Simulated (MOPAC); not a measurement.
MOPAC input (PM3):

```
PM3 PRECISE GNORM=0.05 LET XYZ UHF MS=0.5 GEO-OK AUX(PRECISION=9) THREADS=1
H5ClN3Si

N     0.43107000 1    1.45950000 1   -1.10901700 1
Si    0.09147100 1   -0.07482900 1   -0.35322500 1
N     1.39334000 1   -1.15391300 1   -0.19792200 1
N    -1.11291600 1   -0.86942200 1   -1.24970900 1
Cl   -0.38610900 1    0.45802300 1    1.60548600 1
H    -0.38951200 1    2.05468300 1   -1.24451000 1
H     2.02782300 1   -1.07312300 1    0.57970000 1
H     1.84821500 1   -1.52051400 1   -1.01938700 1
H    -1.26714300 1   -1.85939700 1   -1.14285800 1
H    -1.91658800 1   -0.39358200 1   -1.62451800 1
```

Output:

```
 *******************************************************************************
 **                                                                           **
 **                              MOPAC v23.2.5                                **
 **                                                                           **
 *******************************************************************************
 ** MOPAC's Digital Object Identifier: https://doi.org/10.5281/zenodo.6511958 **
 **                                                                           **
 ** Please cite the open-source release paper for use of this MOPAC version:  **
 ** J. E. Moussa and J. J. P. Stewart (2026)                                  **
 ** MOPAC: An open-source semiempirical molecular orbital program             **
 ** J. Open Source Softw., 11(119), 8025, https://doi.org/10.21105/joss.08025 **
 *******************************************************************************

                              PM3 CALCULATION RESULTS

 *******************************************************************************
 *  PM3        - The PM3 Hamiltonian to be used
 *  GEO-OK     - OVERRIDE INTERATOMIC DISTANCE AND OTHER SAFETY CHECKS
 *  UHF        - UNRESTRICTED HARTREE-FOCK CALCULATION
 *  MS=        - IN MECI, MAGNETIC COMPONENT OF SPIN =  0.5
 *  LET        - OVERRIDE SOME SAFETY CHECKS
 *  PRECISE    - TIGHTER CRITERIA TO BE USED
 *  XYZ        - CARTESIAN COORDINATE SYSTEM TO BE USED
 *  GNORM      - EXIT WHEN GRADIENT NORM DROPS BELOW 0.050
 *  AUX        - OUTPUT AUXILIARY INFORMATION
 *******************************************************************************
PM3 PRECISE GNORM=0.05 LET XYZ UHF MS=0.5 GEO-OK AUX(PRECISION=9) THREADS=1
 H5ClN3Si

   ATOM   CHEMICAL          X               Y               Z
  NUMBER   SYMBOL      (ANGSTROMS)     (ANGSTROMS)     (ANGSTROMS)

     1       N          0.43107000  *   1.45950000  *  -1.10901700  *
     2      Si          0.09147100  *  -0.07482900  *  -0.35322500  *
     3       N          1.39334000  *  -1.15391300  *  -0.19792200  *
     4       N         -1.11291600  *  -0.86942200  *  -1.24970900  *
     5      Cl         -0.38610900  *   0.45802300  *   1.60548600  *
     6       H         -0.38951200  *   2.05468300  *  -1.24451000  *
     7       H          2.02782300  *  -1.07312300  *   0.57970000  *
     8       H          1.84821500  *  -1.52051400  *  -1.01938700  *
     9       H         -1.26714300  *  -1.85939700  *  -1.14285800  *
    10       H         -1.91658800  *  -0.39358200  *  -1.62451800  *

          CARTESIAN COORDINATES

    NO.       ATOM           X           Y           Z

     1         N          0.4311      1.4595     -1.1090
     2        Si          0.0915     -0.0748     -0.3532
     3         N          1.3933     -1.1539     -0.1979
     4         N         -1.1129     -0.8694     -1.2497
     5        Cl         -0.3861      0.4580      1.6055
     6         H         -0.3895      2.0547     -1.2445
     7         H          2.0278     -1.0731      0.5797
     8         H          1.8482     -1.5205     -1.0194
     9         H         -1.2671     -1.8594     -1.1429
    10         H         -1.9166     -0.3936     -1.6245

  H: (PM3): J. J. P. STEWART, J. COMP. CHEM. 10, 209 (1989).
  N: (PM3): J. J. P. STEWART, J. COMP. CHEM. 10, 209 (1989).
[...]
   ATOM   CHEMICAL          X               Y               Z
  NUMBER   SYMBOL      (ANGSTROMS)     (ANGSTROMS)     (ANGSTROMS)

     1       N          0.41108084  *   1.42002324  *  -1.30956635  *
     2      Si          0.10354546  *  -0.07550678  *  -0.44212988  *
     3       N          1.55032737  *  -1.08487530  *  -0.34558525  *
     4       N         -1.24891778  *  -0.97000452  *  -1.14168529  *
     5      Cl         -0.45317498  *   0.46066033  *   1.57952293  *
     6       H          0.26794273  *   2.31440785  *  -0.92457042  *
     7       H          1.49363113  *  -1.89843053  *   0.22966237  *
     8       H          2.42075694  *  -0.62245037  *  -0.19165218  *
     9       H         -1.45231287  *  -1.86475901  *  -0.74947562  *
    10       H         -2.09691672  *  -0.46800646  *  -1.29685605  *

                             CARTESIAN COORDINATES

   1    N        0.411080837     1.420023239    -1.309566348
   2   Si        0.103545461    -0.075506783    -0.442129883
   3    N        1.550327374    -1.084875303    -0.345585254
   4    N       -1.248917776    -0.970004518    -1.141685289
   5   Cl       -0.453174978     0.460660330     1.579522935
   6    H        0.267942726     2.314407846    -0.924570425
   7    H        1.493631133    -1.898430526     0.229662367
   8    H        2.420756938    -0.622450368    -0.191652179
   9    H       -1.452312867    -1.864759005    -0.749475625
  10    H       -2.096916724    -0.468006456    -1.296856048

           Empirical Formula: H5 N3 Si Cl  =    10 atoms

      MOLECULAR POINT GROUP   :   C1

          ALPHA EIGENVALUES
 -54.54514 -28.55039 -28.10188 -25.69018 -16.22487 -15.85299 -15.48563 -13.66934
 -13.48548 -13.06549 -11.19474 -10.79129 -10.51667 -10.14143  -9.68020  -9.45165
  -0.06199   0.57249   0.82333   0.99727   4.21441   4.25357   4.61366   5.22372
   5.34912

           BETA EIGENVALUES
 -54.58212 -28.52251 -28.07249 -24.93566 -16.15915 -15.76413 -15.44663 -13.42209
 -13.22739 -13.01345 -10.63701 -10.53550  -9.74848  -9.62780  -9.32351  -0.59592
   0.07325   0.53994   1.05357   1.82540   4.23135   4.27893   4.84213   5.24003
   5.36590

              NET ATOMIC CHARGES AND DIPOLE CONTRIBUTIONS

  ATOM NO.   TYPE          CHARGE      No. of ELECS.   s-Pop       p-Pop
    1          N          -0.255155        5.2552     1.61919     3.63596
    2         Si           0.806256        3.1937     1.01801     2.17574
    3          N          -0.171616        5.1716     1.40449     3.76713
    4          N          -0.172926        5.1729     1.40367     3.76926
    5         Cl          -0.499238        7.4992     1.97671     5.52253
    6          H           0.092256        0.9077     0.90774
    7          H           0.049550        0.9504     0.95045
    8          H           0.051125        0.9489     0.94887
    9          H           0.048983        0.9510     0.95102
   10          H           0.050766        0.9492     0.94923
 DIPOLE           X         Y         Z       TOTAL
 POINT-CHG.     0.959    -1.569    -3.556     4.004
 HYBRID        -0.696     0.580     2.515     2.673
 SUM            0.263    -0.989    -1.042     1.460

          ATOMIC ORBITAL ELECTRON POPULATIONS

     Atom    s        px        py        pz
    1  N   1.61919   1.05609   1.08582   1.49405
    2 Si   1.01801   0.79078   0.75235   0.63261
    3  N   1.40449   1.03947   1.11121   1.61646
    4  N   1.40367   1.10877   1.04694   1.61355
    5 Cl   1.97671   1.94630   1.94728   1.62895
    6  H   0.90774
    7  H   0.95045
    8  H   0.94887
    9  H   0.95102
   10  H   0.94923

                    (SZ)    =    0.500000
                    (S**2)  =    0.756484

          ATOMIC ORBITAL SPIN POPULATIONS

    Atom   Total    s     px     py     pz
         Atomic
    1  N  1.0337  0.017  0.848  0.033  0.136
    2 Si -0.0878 -0.022 -0.027 -0.029 -0.010
    3  N  0.0494 -0.000  0.016  0.021  0.012
    4  N  0.0470  0.002  0.006  0.013  0.026
    5 Cl -0.0116 -0.000 -0.000 -0.002 -0.009
    6  H -0.0255 -0.025
    7  H -0.0013 -0.001
    8  H -0.0017 -0.002
    9  H -0.0011 -0.001
   10  H -0.0011 -0.001

 **********************
 *                    *
 * JOB ENDED NORMALLY *
 *                    *
 **********************

 == MOPAC DONE ==
```

The geometry given is a B3LYP-D3(BJ)/def2-TZVP minimum.
